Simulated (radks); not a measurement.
Results of a calculation; reference values are marked as such.
Problem. All-electron atom: the lanthanum ion La+ in [Xe] 6s1 6p1 (not the ground configuration). Level of theory: Dirac Kohn-Sham, PBE, spin-unpolarised, spherical densities, finite nucleus; open shells fill j = l - 1/2 first; Fermi nuclear charge, rms radius 4.855 fm (a radial shooting solver on a logarithmic mesh with Libxc functionals).

Spin-orbit splittings of the eigenvalues, e(l+1/2) - e(l-1/2), with zeta = 2 splitting/(2l+1) and mean radii in bohr:

shell  occ.  splitting (eV)  zeta (eV)  <r> j=l-1/2  <r> j=l+1/2
2p        6           413.1      275.4      0.08991      0.09601
3p        6               ?          ?       0.2747       0.2867
3d       10           17.23      6.890       0.2577       0.2615
4p        6           17.13      11.42       0.6746       0.7015
4d       10           2.974      1.190       0.7619       0.7716
5p        6           2.588      1.725        1.726        1.801
6p        1          0.3189     0.2126        4.637        4.797

Estimate the 3p splitting.

Solution. 80.52 eV (zeta = 53.68 eV).
